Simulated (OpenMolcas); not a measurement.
# OpenMolcas run: Pt2+

Pt2+ with 6 ligands (fluoride) in octahedral coordination (Oh) at 2.11 Å. A charge of +0.667 e stands 2.4 Å behind each ligand. Ligand basis ANO-RCC-VDZP. With inversion symmetry the input lists one of each pair of outer charges.

Input:

```
&GATEWAY
Coord
7

Pt 0.0 0.0 0.0
F 2.110000 0.000000 0.000000
F 0.000000 2.110000 0.000000
F -2.110000 0.000000 0.000000
F 0.000000 -2.110000 0.000000
F 0.000000 0.000000 2.110000
F 0.000000 0.000000 -2.110000
Basis=Pt.ANO-RCC-VTZP,F.ANO-RCC-VDZP
Group=XYZ
NoMove
AngMom=0.0 0.0 0.0
AMFI
RICD
XField
3 Angstrom 0
4.510000 0.000000 0.000000 0.666667
0.000000 4.510000 0.000000 0.666667
0.000000 0.000000 4.510000 0.666667
&SEWARD
* reference wave functions (RASSCF and RASSI steps not shown): 8 electrons in 5 orbitals (5d)
>>> COPY JOB001 $Project.JobIph
&CASPT2
Multistate=10 1 2 3 4 5 6 7 8 9 10
NoMult
Frozen=17 19
IPEA=0.25
Imaginary=0.1
MaxIter=60
WThr=0.0 0.3 0.05
PrWF=0.5
NoMix
>>> COPY JOB002 $Project.JobIph
&CASPT2
Multistate=15 1 2 3 4 5 6 7 8 9 10 11 12 13 14 15
NoMult
Frozen=17 19
IPEA=0.25
Imaginary=0.1
MaxIter=60
WThr=0.0 0.3 0.05
PrWF=0.5
NoMix
```

Launched by
```bash
OMP_NUM_THREADS=1 MOLCAS_MEM=2457 MOLCAS_PROJECT=a pymolcas a.inp > a.log  # once for each step of the input, in one work folder
```

Output, cut to the results:

```
--- CASPT2 ---
Orbital specifications:
      -----------------------

      Symmetry species                           1   2
                                                ag  au
      Frozen orbitals                           17  19
      Inactive orbitals                         13  15
      Active orbitals                            5   0
      Secondary orbitals                        49  50
      Deleted orbitals                           0   0
      Number of basis functions                 84  84
Type of calculation                        SS-CASPT2
      Fock operator                              state-specific
      IPEA shift                                 0.25
      Real shift                                 0.00
      Imaginary shift                            0.10
      The input orbitals will be transformed to quasi-canonical
Reference energy:      -18994.5688326671
      E2 (Non-variational):      -1.8344014240
      Shift correction:          -0.0013353931
      E2 (Variational):          -1.8357368171
      Total energy:          -18996.4045694842
      Residual norm:              0.0000003469
      Reference weight:           0.69329
      Contributions to the CASPT2 correlation energy
      Active & Virtual Only:         -0.1818884924
      One Inactive Excited:          -0.2831337321
      Two Inactive Excited:          -1.3693791996
Reference energy:      -18994.4975249916
      E2 (Non-variational):      -1.8275997549
      Shift correction:          -0.0013292511
      E2 (Variational):          -1.8289290060
      Total energy:          -18996.3264539976
      Residual norm:              0.0000006771
      Reference weight:           0.69431
      Contributions to the CASPT2 correlation energy
      Active & Virtual Only:         -0.1786076748
      One Inactive Excited:          -0.2868237727
      Two Inactive Excited:          -1.3621683075
::    CASPT2 Root  1     Total energy: -18996.40456948
::    CASPT2 Root  2     Total energy: -18996.32645400
::    CASPT2 Root  3     Total energy: -18996.32611675
::    CASPT2 Root  4     Total energy: -18996.32649093
::    CASPT2 Root  5     Total energy: -18996.30045145
::    CASPT2 Root  6     Total energy: -18996.30043169
::    CASPT2 Root  7     Total energy: -18996.30044859
::    CASPT2 Root  8     Total energy: -18996.23976098
::    CASPT2 Root  9     Total energy: -18996.23966526
::    CASPT2 Root 10     Total energy: -18996.23975172
--- CASPT2 ---
Orbital specifications:
      -----------------------

      Symmetry species                           1   2
                                                ag  au
      Frozen orbitals                           17  19
      Inactive orbitals                         13  15
      Active orbitals                            5   0
      Secondary orbitals                        49  50
      Deleted orbitals                           0   0
      Number of basis functions                 84  84
Type of calculation                        SS-CASPT2
      Fock operator                              state-specific
      IPEA shift                                 0.25
      Real shift                                 0.00
      Imaginary shift                            0.10
      The input orbitals will be transformed to quasi-canonical
Reference energy:      -18994.5118949992
      E2 (Non-variational):      -1.8529881536
      Shift correction:          -0.0014619720
      E2 (Variational):          -1.8544501256
      Total energy:          -18996.3663451248
      Residual norm:              0.0000003098
      Reference weight:           0.68843
      Contributions to the CASPT2 correlation energy
      Active & Virtual Only:         -0.1884083047
      One Inactive Excited:          -0.2931055744
      Two Inactive Excited:          -1.3714742744
Reference energy:      -18994.5118949987
      E2 (Non-variational):      -1.8530390692
      Shift correction:          -0.0014596321
      E2 (Variational):          -1.8544987013
      Total energy:          -18996.3663937000
      Residual norm:              0.0000003130
      Reference weight:           0.68843
      Contributions to the CASPT2 correlation energy
      Active & Virtual Only:         -0.1884535092
      One Inactive Excited:          -0.2931113374
      Two Inactive Excited:          -1.3714742225
::    CASPT2 Root  1     Total energy: -18996.36634512
::    CASPT2 Root  2     Total energy: -18996.36639370
::    CASPT2 Root  3     Total energy: -18996.32998983
::    CASPT2 Root  4     Total energy: -18996.28548703
::    CASPT2 Root  5     Total energy: -18996.28558467
::    CASPT2 Root  6     Total energy: -18996.28558333
::    CASPT2 Root  7     Total energy: -18996.27277394
::    CASPT2 Root  8     Total energy: -18996.27279283
::    CASPT2 Root  9     Total energy: -18996.27248360
::    CASPT2 Root 10     Total energy: -18996.19921115
::    CASPT2 Root 11     Total energy: -18996.19917414
::    CASPT2 Root 12     Total energy: -18996.19855003
::    CASPT2 Root 13     Total energy: -18996.19857389
::    CASPT2 Root 14     Total energy: -18996.19857563
::    CASPT2 Root 15     Total energy: -18996.12861497
```

Spin-orbit levels above the lowest (labels of O, the rotations of Oh), with the averaged single-state CASPT2 energies on the diagonal:

```
E (cm-1)  Degeneracy  Label      2S+1
       0           3     T2         3
    7210           2      E  1 (80 %)
   14480           1     A1  1 (61 %)
   15550           2      E         3
   15590           3     T1         3
   18880           3     T2  3 (84 %)
   21940           1     A2         3
   25460           3     T1         3
   25550           1     A1  3 (63 %)
   26470           3     T2  3 (65 %)
   27920           3     T2  3 (71 %)
   29530           2      E  3 (80 %)
   32460           3     T1  1 (87 %)
   37190           1     A1  3 (86 %)
   39860           3     T1         3
   40500           2      E         3
   41740           3     T2  3 (64 %)
   49850           2      E  1 (88 %)
   50270           3     T2  1 (82 %)
   66980           1     A1  1 (87 %)
```

Roots that are degenerate in the reference are averaged as groups; the widest CASPT2 spread within a group is 82 cm-1 (the 3-fold group of multiplicity 3 near 17200 cm-1 above the lowest state of its run). Shifts and gaps below about the spread of the groups concerned are not significant. Over all roots computed the reference weight is 0.69; a low but even weight reflects the number of correlated electrons. Real 4d8 and 5d8 ions are as a rule square planar and diamagnetic. Ligand-to-metal charge-transfer states are missing. With no ligand orbital active B as a rule stays too high, so bands that hang on it stand too high and its fall with covalency is understated. With one d shell and no ligand orbital active, 10Dq can be off by a tenth or more. No measured value stands beside these numbers; the geometry was imposed, not optimised, and the real ion may take another.

The CASPT2 steps took 2.1 min on 1 thread of Arm Neoverse V1 (shared host); the integral step is not counted.
